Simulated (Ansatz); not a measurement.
Reaction (substitution at a C–C bond): `FCCC(F)(F)F` + `[OH][Ti]([Cl])([Cl])[Cl]` → `FC(F)(F)C[O][Ti]([Cl])([Cl])[Cl]` + `CF`

Program: Ansatz. Geometries: PBE0-D4/def2-TZVP. ΔE: electronic, gas phase. CBS: MP2 limit from def2 TZ/QZ plus the TZ coupled-cluster correction, frozen cores. This one scheme is used for every species. Functionals use def2-TZVPP. For Ti outer-core shells are correlated without core-valence functions, which leaves a few kJ/mol of doubt a bond. Scalar relativity is left out up to krypton. One conformer a species, not always the lowest.

| level | ΔE (kJ/mol) |
| --- | --- |
| PBE-D4 | 46.8 |
| BHLYP-D4 | 44.0 |
| revPBE | 49.6 |
| HF/CBS(def2) | 46.4 |

Question: What does CCSD(T)/CBS give? (An estimate is asked.)

Answer: Computed: +50.4 kJ/mol. The listed levels differ from it by -3.6, -6.4, -0.8, -4.0 kJ/mol.

Largest T1 diagnostic among the species: 0.024, so the coupled-cluster value is less sure than usual.

From BLYP to BHLYP (50 % exact exchange), in def2-TZVPP and without D4, ΔE moves by +4.9 kJ/mol. At CCSD(T), def2-SVP lies −15.4 kJ/mol from the extrapolated value and def2-TZVPP −3.4 kJ/mol.

CCSD(T)/CBS has its own doubt, a few kJ/mol and more with outer-core shells, so smaller differences from it don't rank the levels.
